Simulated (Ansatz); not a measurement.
Born–Oppenheimer molecular dynamics of ClFGaH (4 atoms, charge 0, multiplicity 1). It starts at the highest image of a converged band, a first-order saddle point between two minima.

These are results of UKS B3LYP-D4/def2-SVP in Ansatz 0.2.0, not measurements.

```json
{
 "ensemble": "NVE (velocity Verlet)",
 "time step": "0.5 fs",
 "steps asked": "200",
 "starting velocities drawn for": "300 K",
 "seed": "10788"
}
```

First frame:

```xyz
4
Properties=species:S:1:pos:R:3
Ga -0.932 -1.194 -0.364
F 0.087 0.313 -1.149
H 0.433 0.578 0.033
Cl 0.412 0.304 1.480
```

(1) How far do the bonds stretch over the last three quarters of this one trajectory? (Pairs bonded in most of those frames.)

Results:

(1) 
```
   bond  mean (Å)  spread (Å)  shortest  longest
Ga1–Cl4     2.301       0.137      2.15     2.59
  F2–H3     0.954       0.030      0.91     1.02
```

Mean temperature of the second half: 955 K. The conserved energy stayed within 0.16 meV per atom of its start (net change -0.15 meV per atom), so the integration is sound. The kinetic energy rose, since the run started high on the potential surface and went downhill. It ends in pieces (ClGa + FH), so much of that is their flight and rotation, not heat. A run of 0.1 ps of so small a system gives no equilibrium averages. The orbitals were unrestricted but ended closed-shell.

The run took 6.2 min on 2 threads of Intel(R) Xeon(R) Platinum 8259CL CPU @ 2.50GHz (Skylake/Cascade Lake) (shared host), peak memory 0.2 GiB.
